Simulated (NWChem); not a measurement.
System: diantimony (Sb2); SMILES [Sb]#[Sb]

The following NWChem deck was run.

```
start job
memory heap 200 mb stack 900 mb global 1100 mb
geometry units angstroms noautosym nocenter noautoz
  Sb     0.000000     0.000000     1.239107
  Sb     0.000000     0.000000    -1.239107
end
basis spherical
  Sb library def2-svp
end
ecp
  Sb library def2-ecp
end
dft
  xc xwpbe 0.80 cpbe96 1.0 hfexch 1.00
  cam 0.2 cam_alpha 0.2 cam_beta 0.8
  iterations 150
end
tddft
  nroots 8
  notriplet
end
task tddft energy
```

Parts of the log:

```
             Northwest Computational Chemistry Package (NWChem) 7.3.0
             --------------------------------------------------------

                             Geometry "geometry" -> ""
                             -------------------------

 Output coordinates in angstroms (scale by  1.889725989 to convert to a.u.)

  No.       Tag          Charge          X              Y              Z
 ---- ---------------- ---------- -------------- -------------- --------------
    1 Sb                  51.0000     0.00000000     0.00000000     1.23910700
    2 Sb                  51.0000     0.00000000     0.00000000    -1.23910700

 Effective nuclear repulsion energy (a.u.)     555.3959523464

 Summary of "ao basis" -> "ao basis" (spherical)
 ------------------------------------------------------------------------------
       Tag                 Description            Shells   Functions and Types
 ---------------- ------------------------------  ------  ---------------------
 Sb                         def2-svp                10       26   4s4p2d

            General Information
            -------------------
          SCF calculation type: DFT
          Wavefunction type:  closed shell.
          No. of atoms     :     2
          No. of electrons :    46
           Alpha electrons :    23
            Beta electrons :    23
          Charge           :     0
          Spin multiplicity:     1
          Use of symmetry is: off; symmetry adaption is: off
          Maximum number of iterations: 150
          AO basis - number of functions:    52
                     number of shells:    20
          Convergence on energy requested:  1.00D-06
          Convergence on density requested:  1.00D-05
          Convergence on gradient requested:  5.00D-04

              XC Information
              --------------
                     Hartree-Fock (Exact) Exchange  1.000
                     LC-wPBE(h)Exchange Functional  0.800
            Perdew 1991 LDA Correlation Functional  1.000 local
           PerdewBurkeErnz. Correlation Functional  1.000 non-local

           Range-Separation Parameters
           ---------------------------
           Alpha           :  0.20
           Beta            :  0.80
           Gamma           :  0.20
           Short-Range HF  :     F

[...]

                                NWChem TDDFT Module
                                -------------------

            General Information
            -------------------
           No. of orbitals :     104
            Alpha orbitals :      52
             Beta orbitals :      52
        Alpha frozen cores :       0
         Beta frozen cores :       0
     Alpha frozen virtuals :       0
      Beta frozen virtuals :       0
         Spin multiplicity :       1
    Number of AO functions :      52
        Use of symmetry is : off
      Symmetry adaption is : off
         Schwarz screening :  0.10D-07

              XC Information
              --------------
              Hartree-Fock (Exact) Exchange   1.00
              LC-wPBE(h)Exchange Functional   0.80
     Perdew 1991 LDA Correlation Functional   1.00 local
    PerdewBurkeErnz. Correlation Functional   1.00 non-local
           Alpha           :  0.20
           Beta            :  0.80
           Gamma           :  0.20

             TDDFT Information
             -----------------
          Calculation type : TDDFT
         Wavefunction type : Restricted singlets
          No. of electrons :      46
           Alpha electrons :      23
            Beta electrons :      23
              No. of roots :       8
          Max subspacesize :    5600
            Max iterations :     100
               Target root :       1
           Target symmetry : none
      Symmetry restriction : off
                 Algorithm : Optimal
        Davidson threshold :  0.10D-03

    8 smallest eigenvalue differences (eV)
--------------------------------------------------------
  No. Spin  Occ  Vir  Irrep   E(Occ)    E(Vir)   E(Diff)
--------------------------------------------------------
    1    1   23   24 a        -0.301    -0.047     6.905
    2    1   22   24 a        -0.301    -0.047     6.905
    3    1   23   25 a        -0.301    -0.047     6.905
    4    1   22   25 a        -0.301    -0.047     6.905
    5    1   21   24 a        -0.322    -0.047     7.471
    6    1   21   25 a        -0.322    -0.047     7.471
    7    1   23   26 a        -0.301     0.074    10.215
    8    1   22   26 a        -0.301     0.074    10.215
--------------------------------------------------------

  Entering Davidson iterations
  Restricted singlet excited states

  Iter   NTrls   NConv    DeltaV     DeltaE      Time
  ----  ------  ------  ---------  ---------  ---------
    1      8       0     0.27E+00   0.10+100        4.8
    2     24       0     0.67E-01   0.52E-01        6.8
    3     40       1     0.22E-01   0.30E-02        6.9
    4     54       5     0.29E-02   0.12E-03        6.7
    5     60       7     0.29E-03   0.11E-05        4.6
    6     62       8     0.65E-04   0.13E-07        3.5
  ----  ------  ------  ---------  ---------  ---------
  Convergence criterion met

  Ground state a        -480.540839276415 a.u.

  ----------------------------------------------------------------------------
  Root   1 singlet a              0.071680553 a.u.                1.9505 eV
  ----------------------------------------------------------------------------
     Transition Moments    X -0.00000   Y -0.00000   Z  0.00000
     Dipole Oscillator Strength                    0.0000000000
     Electric Quadrupole                           0.0000000000
     Magnetic Dipole                               0.0000000000
     Total Oscillator Strength                     0.0000000000

[...]
```

Level: LRC-wPBEh/def2-SVP with def2 effective core potentials on Sb, full TDDFT. The geometry was optimised at PBE0/def2-SVP. def2 effective core potentials on Sb; no spin-orbit coupling.
